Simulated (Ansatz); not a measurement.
C4H7BO, SMILES B(CC)(C#C)O.

Geometry optimised at B3LYP-D3(BJ)/def2-SVP. The structure was generated by enumeration, and PubChem lists no compound with its InChIKey, so it may never have been made. The values are those of a single conformer.

Two levels are set side by side: PBE/def2-SVPD (Ansatz, a program for electronic structure) and ωB97X-V/def2-SVPD (Ansatz). Energy differences of separate SCF runs at the same geometry; the states with an electron removed or added have multiplicity 2 and 2. Differences are taken from unrounded values.

```json
[
 {"quantity": "vertical ionisation energy (eV)", "ωB97X-V": "10.60"},
 {"quantity": "vertical singlet–triplet gap (eV)", "ωB97X-V": "4.89"}
]
```

What does PBE give, and how far is it from ωB97X-V? (An estimate is asked for; the answer gives what the named calculation found.)


| quantity | PBE | PBE minus ωB97X-V |
|---|---|---|
| vertical ionisation energy (eV) | 9.90 | -0.70 |
| vertical singlet–triplet gap (eV) | 4.64 | -0.25 |
